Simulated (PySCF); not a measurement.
C₄H₃BrO, SMILES c1c(occ1)Br.

Coordinates come from a PBE-D3(BJ)/def2-SVP optimisation.

Calculation: PBE-D3(BJ)/def2-SVP run with PySCF 2.14.0.

Frequencies are harmonic and unscaled.

Computed normal modes with their intensities:
```tsv
mode	ν (cm⁻¹)	IR (km/mol)	moving atoms (share of kinetic energy)
1	196	2.5	C 69 %, O 16 %, H 9 %
2	260	0.8	C 51 %, O 27 %, Br 11 %, H 10 %
3	367	1.7	Br 44 %, C 41 %, O 11 %
4	596	4.0	C 71 %, H 25 %
5	614	3.8	C 57 %, O 28 %, H 16 %
6	704	47.1	H 72 %, C 24 %
7	780	16.6	H 78 %, C 21 %
8	853	0.0	H 75 %, C 25 %
9	869	0.3	C 76 %, O 14 %, H 10 %
10	896	24.8	C 45 %, O 37 %, H 18 %
11	990	26.8	H 75 %, C 14 %, O 11 %
12	1052	9.5	H 53 %, C 32 %, O 15 %
13	1127	5.0	C 56 %, H 28 %, O 16 %
14	1175	38.7	C 52 %, O 24 %, H 23 %
15	1199	17.2	H 49 %, C 42 %, O 10 %
16	1373	9.8	C 71 %, H 27 %
17	1468	48.3	C 90 %
18	1557	10.4	C 89 %, H 11 %
19	3188	1.1	H 92 %, C 8 %
20	3210	1.1	H 91 %, C 9 %
21	3221	0.4	H 90 %, C 10 %
```
